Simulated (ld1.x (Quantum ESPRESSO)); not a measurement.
**u(r) = r·R(r): atom against pseudo-atom (Cr (Z = 24))**

Columns: radius, all-electron u(r) and pseudo u(r) of the 3d shell (level -15.90 eV) of chromium in the configuration [Ne] 3s2 3p6 3d4.5 4s0 4p0; PBE, scalar-relativistic, TM semilocal scheme, ld1.x (Quantum ESPRESSO) 7.5.

| r (bohr) | all-electron | pseudo |
| --- | --- | --- |
| 0.078 | 0.0265 | 0.0054 |
| 0.155 | 0.1251 | 0.0399 |
| 0.232 | 0.2655 | 0.1221 |
| 0.310 | 0.4138 | 0.2549 |
| 0.388 | 0.5467 | 0.4202 |
| 0.465 | 0.6536 | 0.5871 |
| 0.542 | 0.7351 | 0.7297 |
| 0.620 | 0.7930 | 0.8312 |
| 0.698 | 0.8286 | 0.8853 |
| 0.775 | 0.8458 | 0.9001 |
| 0.852 | 0.8488 | 0.8892 |
| 0.930 | 0.8410 | 0.8649 |
| 1.008 | 0.8253 | 0.8361 |
| 1.085 | 0.8042 | 0.8076 |
| 1.162 | 0.7793 | 0.7799 |
| 1.240 | 0.7517 | 0.7517 |
| 1.318 | 0.7225 | 0.7225 |
| 1.395 | 0.6930 | 0.6930 |
| 1.472 | 0.6633 | 0.6633 |
| 1.550 | 0.6333 | 0.6333 |
| 1.628 | 0.6038 | 0.6038 |
| 1.705 | 0.5753 | 0.5753 |
| 1.782 | 0.5477 | 0.5477 |
| 1.860 | 0.5205 | 0.5205 |
| 1.938 | 0.4943 | 0.4943 |
| 2.015 | 0.4694 | 0.4694 |

(1) How many radial nodes do the two functions have?

(2) At about which radius was the pseudo-wave matched?

(3) Is the pseudo-wave norm-conserving?

Results:

(1) The all-electron 3d function has n − l − 1 = 0; the pseudo-wave has 0.

(2) 1.30 bohr, where the columns begin to agree (steps of 0.08 bohr).

(3) Yes: the TM semilocal scheme keeps the norm inside the radius equal to the all-electron one, which fixes the energy derivative of the logarithmic derivative at the level.
